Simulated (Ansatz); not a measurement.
Consider the substitution at a C–O bond: `CC1=CC(C)=[O+][Al-]([OH])([OH])[O]1` + `CB(O)F` → `CC1=CC(C)=[O+][B-](C)(F)O1` + `[OH][Al]([OH])[OH]`.

Isolated molecules relaxed with PBE0-D4/def2-TZVP in Ansatz; ΔE leaves out vibrations. CCSD(T)/CBS is the MP2 limit (def2-TZVPP, def2-QZVPP) plus CCSD(T) − MP2 in def2-TZVPP, frozen cores. DFT in def2-TZVPP. B3LYP here is the variant with VWN-RPA as its local correlation; programs differ in this. One conformer a species, not always the lowest.

| species | B3LYP-D4 energy (Eh) |
| --- | --- |
| `CC1=CC(C)=[O+][Al-]([OH])([OH])[O]1` | -739.78469 |
| `CB(O)F` | -240.68219 |
| `CC1=CC(C)=[O+][B-](C)(F)O1` | -510.18870 |
| `[OH][Al]([OH])[OH]` | -470.23420 |

Task: Work out ΔE.

Result: ΔE = (-510.18870) + (-470.23420) − (-739.78469) − (-240.68219) = 0.04398 Eh = +27.6 kcal/mol. CCSD(T)/CBS gives +25.7 kcal/mol.

Largest T1 diagnostic among the species: 0.016.

In def2-TZVPP, CCSD(T) changes the Hartree–Fock value by −7.3 kcal/mol (the triples alone add −0.9 kcal/mol) and MP2 by −8.4 kcal/mol. At CCSD(T), def2-SVP lies +3.5 kcal/mol from the extrapolated value and def2-TZVPP −0.8 kcal/mol.
